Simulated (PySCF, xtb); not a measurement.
Si(Cl)(I)2(Me) (CH₃ClI₂Si), SMILES C[Si](Cl)(I)I.

GFN2-xTB run with xtb at its own geometry gives an orbital gap of 5.37 eV and a dipole moment of 5.70 D.

The structure is a stationary point at PBE0-D3(BJ)/def2-SVP. The def2 effective core potentials stand for the cores of I; spin–orbit coupling is left out.

**Question.** What does r2SCAN/def2-TZVP (PySCF) give? (Estimate from the structure and the level; the computed values follow.)

**Answer.** gap 4.77 eV (levels -6.83 and -2.06 eV), dipole 1.75 D.
